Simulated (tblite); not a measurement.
Species: C3H13AlSSi.
Bonds: C1–S2, S2–C3, S2–Al4, Al4–C5, C5–Si6. Hydrogens: H7, H8, H9 on C1; H10, H11, H12 on C3; H13, H14 on Al4; H15, H16 on C5; H17, H18, H19 on Si6.

Computed with GFN2-xTB (tblite), gas phase: L-BFGS steps from a force-field or distance-geometry start until the largest atomic force falls under 0.01 eV/Å.

Geometry at step 57:
```
atom  x, y, z in Å
C1     -1.2886    1.4993   -0.7125
S2     -1.3678    0.4686    0.7852
C3     -2.7247   -0.6368    0.3498
Al4     0.1813   -1.3486    0.0471
C5      1.9137   -0.6775    0.7593
Si6     2.9251    0.6808   -0.1002
H7     -2.2929    1.5666   -1.1244
H8     -0.5942    1.0646   -1.4339
H9     -0.9423    2.4880   -0.4215
H10    -3.6275   -0.0585    0.1768
H11    -2.8661   -1.2858    1.2075
H12    -2.4599   -1.2310   -0.5275
H13    -0.2730   -1.2120   -1.4443
H14    -0.5941   -2.4749    0.8234
H15     1.7812   -0.4043    1.8191
H16     2.5628   -1.5687    0.7804
H17     3.3673    0.1870   -1.4116
H18     2.1669    1.9336   -0.2642
H19     4.1230    1.0189    0.6841
```

Q: Give the atomic forces at this geometry.

A: 
```
atom  Fx (eV/Å)  Fy (eV/Å)  Fz (eV/Å)
  C1      0.002      0.032     -0.023
  S2      0.090      0.099     -0.037
  C3     -0.102     -0.013     -0.007
 Al4     -0.079     -0.073      0.124
  C5      0.043      0.007      0.000
 Si6      0.074     -0.006      0.034
  H7      0.107      0.022     -0.007
  H8     -0.107     -0.010      0.050
  H9     -0.013     -0.087      0.041
 H10      0.003      0.036     -0.031
 H11     -0.044     -0.062      0.004
 H12      0.012     -0.008      0.021
 H13     -0.015     -0.019     -0.103
 H14      0.056      0.026     -0.034
 H15      0.032      0.047     -0.045
 H16      0.009      0.018      0.029
 H17     -0.033      0.062     -0.004
 H18     -0.031     -0.058     -0.011
 H19     -0.003     -0.015     -0.002
```

The largest, 0.16 eV/Å, acts on Al4; the rms over all components is 0.050 eV/Å. The forces sum to zero within rounding, as they must for an isolated molecule in no field.

Q: Give the force on Al4 in Eh/bohr and in nN.

A: 0.164 eV/Å ÷ 51.422 = 0.00319 Eh/bohr, and 0.164 eV/Å × 1.602 = 0.26 nN.

Q: How far is this geometry from the end of the optimisation?

A: 0.055 eV above it, and 0.311 Å rms away after alignment. The bonds farthest from their final lengths, with half the difference of the two atoms' forces along the bond (positive lengthens):

| bond | now (Å) | final (Å) | force along bond (eV/Å) |
| --- | --- | --- | --- |
| Al4–H13 | 1.565 | 1.577 | +0.10 |
| Al4–C5 | 1.990 | 2.000 | +0.04 |
| Al4–H14 | 1.572 | 1.564 | -0.11 |
| C1–S2 | 1.820 | 1.812 | -0.03 |
| S2–C3 | 1.804 | 1.810 | +0.10 |
| S2–Al4 | 2.499 | 2.493 | -0.01 |

The angle farthest from its final value is C5–Al4–H13, 124.4° against 121.2°.

Of the 2 listed bonds off by 0.010 Å or more, this force points towards the final length in 2.

What follows is the cost of the whole relaxation. The run took 2.0 s of wall time on one thread of an Arm Neoverse N1, shared host with 64 logical CPUs at a one-minute load of 50.
